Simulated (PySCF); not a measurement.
**Relaxation of singlet Cs2F2**

Level of theory: PBE0/[Cs def2-TZVP with ECP46, F def2-TZVP], scalar-relativistic core potentials, density fitting, no spin–orbit coupling, PySCF. A (50,194) grid was used.

A hand-made butterfly start, of C2v symmetry, held to at least that symmetry:

Coordinates in bohr (charge 0 multiplicity 1):
```
Cs    4.3842    0.0000   -0.4197
Cs   -4.3842    0.0000   -0.4197
F     0.0000    3.0765    2.9364
F     0.0000   -3.0765    2.9364
```

(1) What does it relax to?

(2) How much energy is released, and in how many steps?

Results:

(1) It ends at D2h with Cs–F 2.616 Å (×4); Cs–F–Cs 102.3° (×2), F–Cs–F 77.7° (×2) (after a last refinement on a finer grid). A frequency run shows a minimum. Other isomers or separated fragments may lie lower.

(2) 279.4 kJ/mol in 12 steps.

The relaxation took 18 s on 4 threads of a shared Intel Xeon 6975P-C (Granite Rapids) host, with 120 basis functions and 13 gradients; the process peaked at 0.7 GiB. Launch command: `OMP_NUM_THREADS=4 python axn.py task.json out`.
